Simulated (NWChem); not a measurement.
The numbers come from NWChem runs, not from measurements. System: C4H4O2, charge 0, spin multiplicity 1, displaced from the optimised geometry. The structure started from a generated list of species. Level: BLYP/def2-SVP.

The NWChem input:

```
start mol
memory heap 200 mb stack 800 mb global 1000 mb
geometry units angstroms nocenter noautoz
  O     -2.107132     0.014732     0.000000
  C     -0.732519     0.012165     0.000000
  C      0.177003     1.155444     0.000000
  C      1.457199     0.609084     0.000000
  O      1.402664    -0.755064     0.000000
  C      0.071182    -1.127995     0.000000
  H     -2.425240     0.942271     0.000000
  H     -0.087632     2.234001     0.000000
  H      2.468047     1.065263     0.000000
  H     -0.156615    -2.211074     0.000000
  symmetry group Cs
end
basis spherical
  * library def2-svp
end
dft
  xc becke88 lyp
  iterations 100
  direct
end
task dft gradient
```

Output (cleaned and shortened):

```
             Northwest Computational Chemistry Package (NWChem) 7.3.0
             --------------------------------------------------------

                                NWChem Input Module
                                -------------------

 Scaling coordinates for geometry "geometry" by  1.889725989
 (inverse scale =  0.529177249)

 Turning off AUTOSYM since
 SYMMETRY directive was detected!

                             Geometry "geometry" -> ""
                             -------------------------

 Output coordinates in angstroms (scale by  1.889725989 to convert to a.u.)

  No.       Tag          Charge          X              Y              Z
 ---- ---------------- ---------- -------------- -------------- --------------
    1 O                    8.0000    -2.10713200     0.01473200     0.00000000
    2 C                    6.0000    -0.73251900     0.01216500     0.00000000
    3 C                    6.0000     0.17700300     1.15544400     0.00000000
    4 C                    6.0000     1.45719900     0.60908400     0.00000000
    5 O                    8.0000     1.40266400    -0.75506400     0.00000000
    6 C                    6.0000     0.07118200    -1.12799500     0.00000000
    7 H                    1.0000    -2.42524000     0.94227100     0.00000000
    8 H                    1.0000    -0.08763200     2.23400100     0.00000000
    9 H                    1.0000     2.46804700     1.06526300     0.00000000
   10 H                    1.0000    -0.15661500    -2.21107400     0.00000000

 Effective nuclear repulsion energy (a.u.)     219.0367208797

            Nuclear Dipole moment (a.u.)
            ----------------------------
        X                 Y               Z
 ---------------- ---------------- ----------------
     0.0000113384    -0.0000132281     0.0000000000

      Symmetry information
      --------------------

 Group name             Cs
 Group number              2
 Group order               2
 No. of unique centers    10

      Symmetry unique atoms

     1    2    3    4    5    6    7    8    9   10


 Summary of "ao basis" -> "" (spherical)
 ------------------------------------------------------------------------------
       Tag                 Description            Shells   Functions and Types
 ---------------- ------------------------------  ------  ---------------------
 *                          def2-svp                  on all atoms

                                 NWChem DFT Module
                                 -----------------

 Summary of "ao basis" -> "ao basis" (spherical)
 ------------------------------------------------------------------------------
       Tag                 Description            Shells   Functions and Types
 ---------------- ------------------------------  ------  ---------------------
 O                          def2-svp                 6       14   3s2p1d
 C                          def2-svp                 6       14   3s2p1d
 H                          def2-svp                 3        5   2s1p

 Summary of "ao basis" -> "ao basis" (spherical)
 ------------------------------------------------------------------------------
       Tag                 Description            Shells   Functions and Types
 ---------------- ------------------------------  ------  ---------------------
 O                          def2-svp                 6       14   3s2p1d
 C                          def2-svp                 6       14   3s2p1d
 H                          def2-svp                 3        5   2s1p
[...]
    86      1.218335   7 H  s                 3     -0.705318   1 O  s
    36     -0.348555   3 C  py               91      0.337571   8 H  s
     8     -0.319166   1 O  py               22     -0.303233   2 C  py
     5     -0.271037   1 O  py               17     -0.241395   2 C  s
    35     -0.227259   3 C  px                2     -0.204977   1 O  s

 Vector   25  Occ=0.000000D+00  E= 4.805604D-02  Symmetry=a"
              MO Center= -2.4D-01,  1.4D-01, -9.9D-16, r^2= 2.6D+00
   Bfn.  Coefficient  Atom+Function         Bfn.  Coefficient  Atom+Function
  ----- ------------  ---------------      ----- ------------  ---------------
    23      0.649039   2 C  pz               37     -0.557984   3 C  pz
    20      0.531471   2 C  pz               79     -0.439470   6 C  pz
    34     -0.356799   3 C  pz               51      0.301877   4 C  pz
    76     -0.300253   6 C  pz                9     -0.231629   1 O  pz
     6     -0.205068   1 O  pz               48      0.182622   4 C  pz

 center of mass
 --------------
 x =   0.00457607 y =  -0.04522548 z =   0.00000000

 moments of inertia (a.u.)
 ------------------
         202.880928741093          17.495245091014           0.000000000000
          17.495245091014         524.741301403410           0.000000000000
           0.000000000000           0.000000000000         727.622230144503

     Multipole analysis of the density
     ---------------------------------

     L   x y z        total         alpha         beta         nuclear
     -   - - -        -----         -----         ----         -------
     0   0 0 0     -0.000000    -22.000000    -22.000000     44.000000

     1   1 0 0     -0.188418     -0.094215     -0.094215      0.000011
     1   0 1 0      0.743391      0.371702      0.371702     -0.000013
     1   0 0 1     -0.000000     -0.000000     -0.000000      0.000000

     2   2 0 0    -23.925516   -153.811655   -153.811655    283.697794
     2   1 1 0     -1.536265      3.177047      3.177047     -7.890359
     2   1 0 1     -0.000000     -0.000000     -0.000000      0.000000
     2   0 2 0    -22.146836    -72.381998    -72.381998    122.617161
     2   0 1 1     -0.000000     -0.000000     -0.000000      0.000000
     2   0 0 2    -27.256936    -13.628468    -13.628468      0.000000

            General Information
            -------------------
          SCF calculation type: DFT
          Wavefunction type:  closed shell.
          No. of atoms     :    10
          No. of electrons :    44
           Alpha electrons :    22
            Beta electrons :    22
          Charge           :     0
          Spin multiplicity:     1
          Use of symmetry is: on ; symmetry adaption is: on
          Maximum number of iterations: 100
          This is a Direct SCF calculation.
          AO basis - number of functions:   104
                     number of shells:    48
          Convergence on energy requested:  1.00D-06
          Convergence on density requested:  1.00D-05
          Convergence on gradient requested:  5.00D-04

              XC Information
              --------------
                    Becke 1988 Exchange Functional  1.000
              Lee-Yang-Parr Correlation Functional  1.000

             Grid Information
             ----------------
          Grid used for XC integration:  medium
          Radial quadrature: Mura-Knowles
          Angular quadrature: Lebedev.
          Tag              B.-S. Rad. Rad. Pts. Rad. Cut. Ang. Pts.
          ---              ---------- --------- --------- ---------
          O                   0.60       49          12.0       434
          C                   0.70       49          11.0       434
          H                   0.35       45          12.0       434
          Grid pruning is: on
          Number of quadrature shells:   474
          Spatial weights used:  Erf1

          Convergence Information
          -----------------------
          Convergence aids based upon iterative change in
          total energy or number of iterations.
          Levelshifting, if invoked, occurs when the
          HOMO/LUMO gap drops below (HL_TOL):  1.00D-02
          DIIS, if invoked, will attempt to extrapolate
          using up to (NFOCK): 10 stored Fock matrices.

                    Damping( 0%)  Levelshifting(0.5)       DIIS
                  --------------- ------------------- ---------------
          dE  on:    start            ASAP                start
          dE off:    2 iters        100 iters           100 iters

      Screening Tolerance Information
      -------------------------------
          Density screening/tol_rho:  1.00D-10
          AO Gaussian exp screening on grid/accAOfunc:  14
          CD Gaussian exp screening on grid/accCDfunc:  20
          XC Gaussian exp screening on grid/accXCfunc:  20
          Schwarz screening/accCoul:  1.00D-08

                            NWChem DFT Gradient Module
                            --------------------------

  charge          =   0.00
  wavefunction    = closed shell

  Using symmetry

                         DFT ENERGY GRADIENTS

    atom               coordinates                        gradient
                 x          y          z           x          y          z
   1 O      -3.981902   0.027839   0.000000   -0.003384  -0.002370   0.000000
   2 C      -1.384260   0.022989   0.000000   -0.007696  -0.002275   0.000000
   3 C       0.334487   2.183473   0.000000   -0.002368   0.004599   0.000000
   4 C       2.753707   1.151002   0.000000    0.003376  -0.007659   0.000000
   5 O       2.650651  -1.426864   0.000000    0.001926  -0.000639   0.000000
   6 C       0.134514  -2.131601   0.000000    0.007493  -0.000471   0.000000
   7 H      -4.583039   1.780634   0.000000   -0.003067   0.004314   0.000000
   8 H      -0.165600   4.221650   0.000000   -0.002001   0.009284   0.000000
   9 H       4.663933   2.013055   0.000000    0.008514   0.004683   0.000000
  10 H      -0.295959  -4.178324   0.000000   -0.002792  -0.009465   0.000000

                 ----------------------------------------
                 |  Time  |  1-e(secs)   |  2-e(secs)   |
                 ----------------------------------------
                 |  CPU   |       0.01   |       3.69   |
                 ----------------------------------------
                 |  WALL  |       0.01   |       3.69   |
                 ----------------------------------------

 Task  times  cpu:       18.3s     wall:       18.3s

 Total times  cpu:       18.3s     wall:       18.3s
```
